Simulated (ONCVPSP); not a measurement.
**Varying the ONCV potential for Co**

Base potential:

```json
{
 "Element": "cobalt",
 "Generator": "ONCVPSP 4.0.1",
 "Type": "optimised norm-conserving Vanderbilt (ONCV)",
 "Functional": "LDA (Perdew-Wang 92)",
 "Relativity": "scalar-relativistic",
 "Frozen core": "[Ne]",
 "Valence charge": "17",
 "Reference configuration": "3s2 3p6 3d7 4s2",
 "Partial waves": "3s+4s: rc 1.15 bohr, ncon 3, nbas 7, qcut 13.5 1/bohr, 2 projectors; 3p: rc 1.05 bohr, ncon 4, nbas 8, qcut 11.9 1/bohr, 2 projectors, debl 3.6 Ha; 3d: rc 1.40 bohr, ncon 3, nbas 8, qcut 10.1 1/bohr, 1 projector",
 "Local potential": "polynomial inside 0.80 bohr (lpopt 5, dvloc0 0 Ha)",
 "Core correction": "none"
}
```

Cutoffs, loose and tight: the cutoffs (Ha) at which the residual kinetic energy of the hardest occupied pseudo-wave falls to 1 and 0.1 mHa per electron. They do not see the model core or the augmentation charge, which bear on the density cutoff. Test errors are all-electron minus pseudo excitation energies from the reference, over the configurations 3s2 3p6 3d7 4s1; 3s2 3p6 3d7 4s0; 3s2 3p6 3d6 4s0; 3s2 3p6 3d7 4s0 4p1. A dash means not determined; rows that change the core or the reference have their own tests.

| change | outcome | cutoff, loose | cutoff, tight | bound ghosts | GHOST(+) flags above zero | largest test error (meV) |
| --- | --- | --- | --- | --- | --- | --- |
| base | generated | 56 Ha | 67 Ha | none | none | -15 |
| all radii scaled by about 0.89 (s 1.02, p 0.94, d 1.24 bohr); local potential polynomial inside 0.72 bohr (lpopt 5, dvloc0 0 Ha) | generated | 60 Ha | 112 Ha | none | s | -21 |
| all radii scaled by about 1.08 (s 1.24, p 1.14, d 1.50 bohr); local potential polynomial inside 0.86 bohr (lpopt 5, dvloc0 0 Ha) | generated | 52 Ha | 62 Ha | none | none | -12 |
| all radii scaled by about 1.31 (s 1.50, p 1.38, d 1.84 bohr); local potential polynomial inside 1.04 bohr (lpopt 5, dvloc0 0 Ha) | generated | 39 Ha | 47 Ha | none | none | +11 |

**Question.** What comes out with this change to the base: all radii scaled by about 1.20 (s 1.38, p 1.26, d 1.68 bohr); local potential polynomial inside 0.96 bohr (lpopt 5, dvloc0 0 Ha)?

**Answer.** outcome: generated; cutoff, loose: 43 Ha; cutoff, tight: 51 Ha; bound ghosts: none; GHOST(+) flags above zero: none; largest test error (meV): +10.

**Question.** What comes out with this change to the base: all radii scaled by about 0.82 (s 0.94, p 0.86, d 1.14 bohr); local potential polynomial inside 0.66 bohr (lpopt 5, dvloc0 0 Ha)?

**Answer.** outcome: generated; cutoff, loose: 63 Ha; cutoff, tight: 207 Ha; bound ghosts: none; GHOST(+) flags above zero: s; largest test error (meV): -71.

Reading the sweep of the scale of all radii (base = 1) (base included, trends over the rows without a ghost): The loose cutoff falls from 63 Ha at 0.82 to 39 Ha at 1.31. A larger radius leaves more room for a smooth pseudo-wave, so fewer plane waves are needed; a smaller one forces it to follow the all-electron wave where it bends sharply. The median size of the test errors (rows with all tests solved) is not monotonic: lowest 3.2 meV at 1.31, highest 14.3 meV at 0.82.
